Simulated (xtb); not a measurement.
I₄Zr, charge +1, quartet, at a GFN2-xTB geometry of the parent state (such geometries of metal compounds can be far from the true shape) (a state made from the parent by changing its charge; the spin is typed, not shown lowest); GFN0-xTB (xtb).

The xtb input:
```
$ xtb mol.xyz --gfn 0 --chrg 1 --uhf 3 --json

# file mol.xyz
5

Zr    -0.00000000     0.00000000    -0.00000000
I      2.18545725    -0.64946479    -1.61123517
I      0.86527892     0.40345503     2.62347539
I     -1.19847694     2.33403420    -0.95396228
I     -1.85225923    -2.08802445    -0.05827794
```

It wrote (shortened):

```
   ID    Z sym.   atoms
    1   40 Zr     1
    2   53 I      2-5

           -------------------------------------------------
          |                Calculation Setup                |
           -------------------------------------------------

           -------------------------------------------------
          |                 G F N 0 - x T B                 |
           -------------------------------------------------

          ...................................................
          :                      SETUP                      :
          :.................................................:
          :  # basis functions                  50          :
          :  # atomic orbitals                  45          :
          :  # shells                           15          :
          :  # electrons                        31          :
          :  electronic temp.          300.0000000     K    :
          :  accuracy                    1.0000000          :
          :  -> integral cutoff          0.2500000E+02      :
          :  -> integral neglect         0.1000000E-07      :
          ...................................................

         :::::::::::::::::::::::::::::::::::::::::::::::::::::
         ::                     SUMMARY                     ::
         :::::::::::::::::::::::::::::::::::::::::::::::::::::
         :: total energy             -13.852116417606 Eh    ::
         :: gradient norm              0.044058142282 Eh/a0 ::
         :: HOMO-LUMO gap              0.000000001310 eV    ::
         ::.................................................::
         :: H0 energy                -15.133347058270 Eh    ::
         :: repulsion energy           0.053838453335 Eh    ::
         :: electrostat energy         1.229677610213 Eh    ::
         :: -> Gsolv                   0.000000000000 Eh    ::
         ::    -> Gsasa                0.000000000000 Eh    ::
         ::    -> Gshift               0.000000000000 Eh    ::
         :: dispersion energy         -0.002285422885 Eh    ::
         :: short-range corr.          0.000000000000 Eh    ::
         :: add. restraining           0.000000000000 Eh    ::
         :: total charge               1.000000000000 e     ::
         :::::::::::::::::::::::::::::::::::::::::::::::::::::

           -------------------------------------------------
          |                Property Printout                |
           -------------------------------------------------

    * Orbital Energies and Occupations

         #    Occupation            Energy/Eh            Energy/eV
      -------------------------------------------------------------
         1        2.0000           -0.6604699             -17.9723
       ...           ...                  ...                  ...
         5        2.0000           -0.4526393             -12.3169
         6        1.9999           -0.4366238             -11.8811
         7        1.9999           -0.4366238             -11.8811
         8        1.9999           -0.4366238             -11.8811
         9        1.9990           -0.4337839             -11.8039
        10        1.9990           -0.4337839             -11.8039
        11        1.9952           -0.4323322             -11.7644
        12        1.9952           -0.4323322             -11.7644
        13        1.9952           -0.4323322             -11.7644
        14        1.3389           -0.4266301             -11.6092
        15        1.3389           -0.4266301             -11.6092
        16        1.3389           -0.4266301             -11.6092
        17        0.5000           -0.2999239              -8.1613 (HOMO)
        18        0.5000           -0.2999239              -8.1613 (LUMO)
        19                         -0.2742948              -7.4639
        20                         -0.2742948              -7.4639
        21                         -0.2742948              -7.4639
        22                         -0.0781793              -2.1274
        23                         -0.0581119              -1.5813
        24                         -0.0581119              -1.5813
        25                         -0.0581119              -1.5813
        26                         -0.0546582              -1.4873
        27                         -0.0546582              -1.4873
        28                         -0.0546582              -1.4873
       ...                                ...                  ...
        45                          1.5743250              42.8396
      -------------------------------------------------------------
                  HL-Gap            0.0000000 Eh            0.0000 eV
             Fermi-level            0.0000000 Eh            0.0000 eV

     #   Z          covCN         q      C6AA      α(0)
     1  40 Zr       3.166     1.133   286.212    35.046
     2  53 I        0.794    -0.033   372.486    33.339
     3  53 I        0.794    -0.033   372.486    33.339
     4  53 I        0.794    -0.033   372.486    33.339
     5  53 I        0.794    -0.033   372.486    33.339

 Mol. C6AA /au·bohr⁶  :       8823.482134
 Mol. C8AA /au·bohr⁸  :     912944.009909
 Mol. α(0) /au        :        168.400402

Wiberg/Mayer (AO) data.
largest (>0.10) Wiberg bond orders for each atom

 ---------------------------------------------------------------------------
     #   Z sym  total        # sym  WBO       # sym  WBO       # sym  WBO
 ---------------------------------------------------------------------------
     1  40 Zr   2.983 --     4 I    0.746     2 I    0.746     5 I    0.746
                             3 I    0.746
     2  53 I    1.101 --     1 Zr   0.746     5 I    0.118     3 I    0.118
                             4 I    0.118
     3  53 I    1.101 --     1 Zr   0.746     4 I    0.118     2 I    0.118
                             5 I    0.118
     4  53 I    1.101 --     1 Zr   0.746     5 I    0.118     3 I    0.118
                             2 I    0.118
     5  53 I    1.101 --     1 Zr   0.746     2 I    0.118     4 I    0.118
                             3 I    0.118
 ---------------------------------------------------------------------------

Topologies differ in total number of bonds
Writing topology from bond orders to xtbtopo.mol

 dipole moment from electron density (au)
     X       Y       Z
  -0.0000  -0.0000  -0.0000  total (Debye):    0.000

           -------------------------------------------------
          | TOTAL ENERGY              -13.852116417606 Eh   |
          | GRADIENT NORM               0.044058142282 Eh/α |
          | HOMO-LUMO GAP               0.000000001310 eV   |
           -------------------------------------------------

normal termination of xtb
```
